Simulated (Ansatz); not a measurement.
A first, cheap relaxation of C2H8BN.

```yaml
crystal:
  periodic: [false, false, false]
  atoms:
    - {symbol: B, position_ang: [-1.020400, 0.958400, -0.210500]}
    - {symbol: C, position_ang: [0.226600, 0.068200, -0.364000]}
    - {symbol: C, position_ang: [0.937400, -0.044600, 0.956600]}
    - {symbol: N, position_ang: [-0.051600, -1.251300, -0.857000]}
    - {symbol: H, position_ang: [-1.734600, 1.220200, -1.188300]}
    - {symbol: H, position_ang: [-1.368900, 1.488600, 0.819100]}
    - {symbol: H, position_ang: [0.940100, 0.553600, -1.093100]}
    - {symbol: H, position_ang: [0.358200, -0.493600, 1.736500]}
    - {symbol: H, position_ang: [1.298200, 0.973700, 1.365700]}
    - {symbol: H, position_ang: [1.877300, -0.676400, 0.866500]}
    - {symbol: H, position_ang: [-0.555100, -1.172800, -1.787100]}
    - {symbol: H, position_ang: [-0.830200, -1.679100, -0.210400]}
basis:
  gaussian: {orbitals: def2-SVP}
hamiltonian: {xc: pbe, dispersion: d4}
relax: {f_tol: 0.03, max_steps: 200}
```

```sh
$ ansatz run in.yaml --threads 2 --pin off --events-out ev --progress --plain --max-ram 4352MiB
```

It prints (some lines left out):

```
Functional definition: PBE
mean field -4359.91342507 eV, -160.2238631158 hartree, gradient 4.7e-5 eV, S^2 0.000000; 0 other end points of the search recorded, 0 dependent functions left out
relax step   1: F+E_penalty+E_count = -4360.10324551 eV  Δ(F+E_penalty+E_count) = +0.000e0 eV  max|allowed force component| = 3.005e0 eV/Å  Δτ_max = 0.0000 Å  (27 SCF iters, accepted)
mean field -4360.21624295 eV, -160.2349914678 hartree, gradient 9.1e-6 eV, S^2 0.000000; 0 other end points of the search recorded, 0 dependent functions left out
relax step   2: F+E_penalty+E_count = -4360.40459153 eV  Δ(F+E_penalty+E_count) = -3.013e-1 eV  max|allowed force component| = 1.327e0 eV/Å  Δτ_max = 0.1112 Å  (30 SCF iters, accepted)
mean field -4360.31102630 eV, -160.2384746915 hartree, gradient 1.1e-5 eV, S^2 0.000000; 0 other end points of the search recorded, 0 dependent functions left out
relax step   3: F+E_penalty+E_count = -4360.49911419 eV  Δ(F+E_penalty+E_count) = -9.452e-2 eV  max|allowed force component| = 4.379e-1 eV/Å  Δτ_max = 0.0813 Å  (29 SCF iters, accepted)
mean field -4360.37325499 eV, -160.2407615537 hartree, gradient 8.3e-6 eV, S^2 0.000000; 0 other end points of the search recorded, 0 dependent functions left out
relax step   4: F+E_penalty+E_count = -4360.56187810 eV  Δ(F+E_penalty+E_count) = -6.276e-2 eV  max|allowed force component| = 6.217e-1 eV/Å  Δτ_max = 0.1396 Å  (29 SCF iters, accepted)
mean field -4360.48180213 eV, -160.2447505875 hartree, gradient 1.1e-5 eV, S^2 0.000000; 0 other end points of the search recorded, 0 dependent functions left out
relax step   5: F+E_penalty+E_count = -4360.67132724 eV  Δ(F+E_penalty+E_count) = -1.094e-1 eV  max|allowed force component| = 6.501e-1 eV/Å  Δτ_max = 0.1953 Å  (28 SCF iters, accepted)
mean field -4360.59114736 eV, -160.2487689505 hartree, gradient 9.5e-6 eV, S^2 0.000000; 0 other end points of the search recorded, 0 dependent functions left out
relax step   6: F+E_penalty+E_count = -4360.78136308 eV  Δ(F+E_penalty+E_count) = -1.100e-1 eV  max|allowed force component| = 6.282e-1 eV/Å  Δτ_max = 0.1951 Å  (30 SCF iters, accepted)
mean field -4360.68941757 eV, -160.2523803142 hartree, gradient 7.8e-6 eV, S^2 0.000000; 0 other end points of the search recorded, 0 dependent functions left out
relax step   7: F+E_penalty+E_count = -4360.88013798 eV  Δ(F+E_penalty+E_count) = -9.877e-2 eV  max|allowed force component| = 6.046e-1 eV/Å  Δτ_max = 0.1953 Å  (29 SCF iters, accepted)
mean field -4360.74542860 eV, -160.2544386815 hartree, gradient 2.0e-5 eV, S^2 0.000000; 0 other end points of the search recorded, 0 dependent functions left out
relax step   8: F+E_penalty+E_count = -4360.93585301 eV  Δ(F+E_penalty+E_count) = -5.572e-2 eV  max|allowed force component| = 7.393e-1 eV/Å  Δτ_max = 0.1528 Å  (34 SCF iters, accepted)
mean field -4361.01649944 eV, -160.2644003514 hartree, gradient 2.0e-5 eV, S^2 0.000000; 0 other end points of the search recorded, 0 dependent functions left out
relax step   9: F+E_penalty+E_count = -4361.20610734 eV  Δ(F+E_penalty+E_count) = -2.703e-1 eV  max|allowed force component| = 8.282e-1 eV/Å  Δτ_max = 0.2000 Å  (33 SCF iters, accepted)
mean field -4360.62210146 eV, -160.2499064930 hartree, gradient 2.0e-5 eV, S^2 0.000000; 0 other end points of the search recorded, 0 dependent functions left out
relax step  10: F+E_penalty+E_count = -4360.81065247 eV  Δ(F+E_penalty+E_count) = +3.955e-1 eV  max|allowed force component| = 6.091e0 eV/Å  Δτ_max = 0.1938 Å  (34 SCF iters, rejected (line search))
mean field -4361.10298988 eV, -160.2675788163 hartree, gradient 2.2e-5 eV, S^2 0.000000; 0 other end points of the search recorded, 0 dependent functions left out
relax step  11: F+E_penalty+E_count = -4361.29270933 eV  Δ(F+E_penalty+E_count) = -8.660e-2 eV  max|allowed force component| = 5.167e-1 eV/Å  Δτ_max = 0.0966 Å  (27 SCF iters, accepted)
mean field -4361.09610529 eV, -160.2673258124 hartree, gradient 1.7e-5 eV, S^2 0.000000; 0 other end points of the search recorded, 0 dependent functions left out
relax step  12: F+E_penalty+E_count = -4361.28648724 eV  Δ(F+E_penalty+E_count) = +6.222e-3 eV  max|allowed force component| = 1.004e0 eV/Å  Δτ_max = 0.0999 Å  (27 SCF iters, rejected (line search))
mean field -4361.13274488 eV, -160.2686722922 hartree, gradient 1.9e-5 eV, S^2 0.000000; 0 other end points of the search recorded, 0 dependent functions left out
relax step  13: F+E_penalty+E_count = -4361.32238207 eV  Δ(F+E_penalty+E_count) = -2.967e-2 eV  max|allowed force component| = 1.050e-1 eV/Å  Δτ_max = 0.0495 Å  (28 SCF iters, accepted)
mean field -4361.13028893 eV, -160.2685820378 hartree, gradient 1.9e-5 eV, S^2 0.000000; 0 other end points of the search recorded, 0 dependent functions left out
relax step  14: F+E_penalty+E_count = -4361.31988271 eV  Δ(F+E_penalty+E_count) = +2.499e-3 eV  max|allowed force component| = 1.098e-1 eV/Å  Δτ_max = 0.0500 Å  (28 SCF iters, rejected (line search))
mean field -4361.13460837 eV, -160.2687407744 hartree, gradient 1.9e-5 eV, S^2 0.000000; 0 other end points of the search recorded, 0 dependent functions left out
relax step  15: F+E_penalty+E_count = -4361.32432128 eV  Δ(F+E_penalty+E_count) = -1.939e-3 eV  max|allowed force component| = 3.285e-2 eV/Å  Δτ_max = 0.0243 Å  (29 SCF iters, accepted)
mean field -4361.13488022 eV, -160.2687507646 hartree, gradient 1.9e-5 eV, S^2 0.000000; 0 other end points of the search recorded, 0 dependent functions left out
relax step  16: F+E_penalty+E_count = -4361.32460498 eV  Δ(F+E_penalty+E_count) = -2.837e-4 eV  max|allowed force component| = 1.568e-2 eV/Å  Δτ_max = 0.0143 Å  (29 SCF iters, accepted)
mean field -4361.13488022 eV, -160.2687507646 hartree, gradient 2.6e-5 eV, S^2 0.000000; 1 other end points of the search recorded, 0 dependent functions left out
Total energy: -4361.32463994 eV, -160.2757243059 hartree
Atom 0 at    -1.134333     0.733309    -0.378482 Å, force    -0.013189     0.006700     0.007343 eV/Å
Atom 1 at     0.383157     0.282111    -0.296129 Å, force     0.005074    -0.006101    -0.007910 eV/Å
Atom 2 at     1.117195    -0.026854     0.987214 Å, force    -0.004656     0.015684     0.013497 eV/Å
Atom 3 at    -0.618209    -0.768269    -0.716832 Å, force     0.004455     0.010739     0.006674 eV/Å
Atom 4 at    -1.532481     1.330790    -1.364432 Å, force     0.005058    -0.007154     0.002813 eV/Å
Atom 5 at    -1.779681     0.772967     0.658021 Å, force     0.007754    -0.005856    -0.007025 eV/Å
Atom 6 at     1.051542     0.517884    -1.143922 Å, force     0.003092     0.003229    -0.001730 eV/Å
Atom 7 at     0.410157    -0.295961     1.799943 Å, force     0.003513     0.003144    -0.002744 eV/Å
Atom 8 at     1.655598     0.880846     1.329058 Å, force    -0.002030    -0.009246    -0.004088 eV/Å
Atom 9 at     1.868618    -0.842148     0.887712 Å, force    -0.001303    -0.003185    -0.002206 eV/Å
Atom 10 at    -0.565701    -1.111669    -1.679925 Å, force    -0.001254     0.002126    -0.010776 eV/Å
Atom 11 at    -0.778862    -1.528105    -0.048226 Å, force    -0.006514    -0.010081     0.006152 eV/Å
Dipole moment:     0.343745    -0.705582    -0.140320 e Å
```

Run time 23 s (2 threads of an Arm Neoverse V2 on a shared host); peak host memory 0.13 GiB.
